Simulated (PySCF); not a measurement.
Species: C5H6BNO2.
Numbering: `[N:1]#[C:2][CH2:3][C:4]1=[O+:5][BH2-:6][O:7][CH:8]=[CH:9]1`

Structure used (PBE0-D3(BJ)/def2-SVP), in Å, numbered top down from 1:
```xyz
15
C5H6BNO2 angstrom
N     -2.7775    1.0620   -0.1801
C     -1.9569    0.3359    0.1892
C     -0.9120   -0.5606    0.6541
C      0.4955   -0.0504    0.4764
O      1.3819   -0.8040    0.9911
B      2.8567   -0.5689    0.6348
O      3.0351    0.9526    0.5620
C      2.0938    1.6492    0.0830
C      0.8008    1.1669   -0.1327
H     -1.0558   -0.7876    1.7235
H     -0.9860   -1.5275    0.1275
H      3.5464   -1.0067    1.5259
H      3.0430   -1.0141   -0.4884
H      2.3319    2.7071   -0.1054
H      0.0222    1.8066   -0.5439
```

NICS = −σ at a ghost point: NICS(0) at the centroid of the ring atoms, NICS(1) 1 Å to either side along the normal of their mean plane, zz for the tensor component along that normal. Level: GIAO PBE0/pcSseg-1 (PySCF, non-relativistic, gas phase) on the PBE0-D3(BJ)/def2-SVP geometry, one conformer.

Ring bond lengths (Å), with Mayer bond orders in brackets: C4–O5 1.272 (1.37), O5–B6 1.535 (0.65), B6–O7 1.534 (0.66), O7–C8 1.265 (1.43), C8–C9 1.397 (1.37), C9–C4 1.395 (1.36).

**Question.** Give the NICS values of each ring in ppm.

**Answer.** 
```
             ring                                                             type  NICS(0)  NICS(1), two faces  NICS(1)zz, two faces  rms pucker (Å)  centre to ring atoms, mean (Å)
C4–O5–B6–O7–C8–C9  6-membered ring with B and 2 O; formal bonds 2 double, 4 single      2.8         -1.0 / -0.1             3.9 / 4.7            0.16                            1.38
```

**Question.** What do they say, and how far can they be read as aromaticity?

**Answer.** 
- C4–O5–B6–O7–C8–C9: mean NICS(1)zz 4.3 ppm, deshielded. B6 has four or more neighbours, so the value isn't read as a sign of a π ring current.

**Question.** Give the inner angles of the rings and the Hirshfeld charges of the ring atoms.

**Answer.** 
- C4–O5–B6–O7–C8–C9: C4 122.8° (+0.166 e), O5 119.0° (-0.107 e), B6 105.9° (+0.050 e), O7 118.5° (-0.099 e), C8 123.8° (+0.136 e), C9 115.9° (-0.113 e); sum 706.0° against 720° for a flat convex ring.

**Question.** How do the values depend on the level or the medium?

**Answer.** 
```csv
level,"NICS(0), C4–O5–B6–O7–C8–C9","mean NICS(1)zz, C4–O5–B6–O7–C8–C9"
"PBE0/pcSseg-1, gas",2.8,4.3
"mPW1PW91/pcSseg-1, gas",2.7,4.2
"PBE0/pcSseg-1, IEF-PCM acetone",2.3,3.2
"PBE0/pcSseg-1, IEF-PCM chloroform",2.4,3.4
```

The geometry is the same throughout; the continuum's cavity takes Bondi-type radii × 1.2.

The run took 26 s of wall time on an Arm Neoverse V1 with one thread, shared host, and the process peaked at 1.0 GiB of memory. This is the whole shielding run at PBE0/pcSseg-1, SCF included.
